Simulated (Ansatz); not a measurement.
Species: C6H7, charge 0, multiplicity 2. It need not be the lowest isomer of its formula. 
Structure (B3LYP-D3(BJ)/def2-TZVP (Ansatz, a program for electronic structure) minimum search):
```xyz
13

C      1.5049    -0.6047    -0.0748
C      1.4477     0.9175     0.2404
C     -0.0647     0.6214     0.4248
C      0.1296    -0.7140     0.1232
C     -1.3159    -0.9619    -0.3045
C     -1.4881     0.6129    -0.1532
H      2.2884    -1.2384    -0.4675
H      1.6814     1.5434    -0.6246
H      1.9930     1.2927     1.1085
H     -1.4524    -1.3447    -1.3158
H     -1.9166    -1.5534     0.3859
H     -1.5836     1.1128    -1.1202
H     -2.2917     0.9606     0.4989
```
Charge 0, spin multiplicity 2.

Quantity: atomisation energy (electronic, to ground-state atoms), in kcal/mol. Valence correlation only, unless marked. UHF or UKS for open shells. No spin-orbit coupling. Non-relativistic unless marked X2C. The coupled-cluster limit lacks core correlation, which all-electron functionals hold. Basis-set limits of correlation are two-point, X^-3; Hartree-Fock from the larger set.

```json
[
 {"level": "HF/cc-pVTZ", "program": "Ansatz", "atomisation energy (kcal/mol)": "960.8"},
 {"level": "SVWN5/def2-TZVPD", "program": "Ansatz", "atomisation energy (kcal/mol)": "1524.8"},
 {"level": "PBE0/def2-SVP", "program": "Ansatz", "atomisation energy (kcal/mol)": "1351.0"},
 {"level": "PBE0-D3(BJ)/def2-TZVPD", "program": "Ansatz + dftd3", "atomisation energy (kcal/mol)": "1337.2"},
 {"level": "BHLYP/def2-TZVPD", "program": "Ansatz", "atomisation energy (kcal/mol)": "1263.5"},
 {"level": "LC-wPBE/def2-TZVPD", "program": "Ansatz", "atomisation energy (kcal/mol)": "1322.9"},
 {"level": "wB97X-V/def2-TZVPD", "program": "Ansatz", "atomisation energy (kcal/mol)": "1313.9"}
]
```

Question: Predict the CCSD(T)/CBS(cc-pVTZ,cc-pVQZ) result (Ansatz).

Answer: 1307.4 kcal/mol, so wB97X-V/def2-TZVPD differs from it by 6.5 kcal/mol.
